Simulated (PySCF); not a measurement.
C3H10OSi2, SMILES C[Si@@H]1C[SiH2]CO1.

The structure is a stationary point at PBE-D3(BJ)/def2-SVP. The structure was generated by enumeration; whether it is a known compound was not checked. One conformer was computed; it need not be the lowest.

Computed with PBE/def2-TZVP (PySCF).

The molecule is in vacuum.

Problem. Estimate the frontier levels, gap, dipole moment and polarisability. (The exact figures need the calculation; the answer reports its results.)

Solution. 
```json
{
 "highest_occupied_level": "-6.07 eV",
 "lowest_empty_level": "-0.33 eV",
 "orbital_gap": "5.74 eV",
 "dipole_moment": "1.02 D",
 "quadrupole, principal values (traceless, Buckingham form, about the centre of nuclear charge)": "-4.18, -0.89, 5.07 D·Å",
 "mean_static_polarisability": "93.0 bohr³ (13.78 Å³)",
 "polarisability_principal_values": "81.5, 86.6, 110.9 bohr³"
}
```
